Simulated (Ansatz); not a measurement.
System: GaI, charge 0, multiplicity 1. SMILES: [Ga][I]
Geometry: optimised at B3LYP-D3(BJ)/def2-TZVP (Ansatz, a first-principles code).

Quantity: atomisation energy, in kcal/mol. Set-up: valence correlation only (noble-gas shells and the d and f shells of earlier blocks); STO-3G and 3-21G all-electron and non-relativistic; atomisation electronic, to ground-state atoms; def2 sets with scalar-relativistic core potentials past Kr; open shells spin-unrestricted; LANL2DZ with its own core potentials from Na on; no spin-orbit coupling. Ab initio and DFT rows: single points at B3LYP-D3(BJ) geometries (Ansatz).

```csv
level,program,atomisation energy (kcal/mol)
HF/3-21G,Ansatz,59.4
HF/LANL2DZ,Ansatz,54.1
SVWN5/LANL2DZ,Ansatz,92.3
PBE/LANL2DZ,Ansatz,83.6
PBE/def2-SVP,Ansatz,90.4
PBE0/LANL2DZ,Ansatz,79.9
B3LYP/def2-TZVPD,Ansatz,85.2
PBE0/def2-TZVPD,Ansatz,87.7
B2PLYP-D3(BJ)/def2-TZVPD,Ansatz + dftd3,87.2
```

No value to compare with is used here. The 6 habitual levels span 54.1 (HF/LANL2DZ) to 92.3 kcal/mol (SVWN5/LANL2DZ); B3LYP/def2-TZVPD gives 85.2.

The levels are drawn from those run, B3LYP/6-31G* more often than the rest, none by its result; left out are runs that failed, that the program found above a lower state of the same kind, or whose <S^2> lies over 0.5 above the pure value.
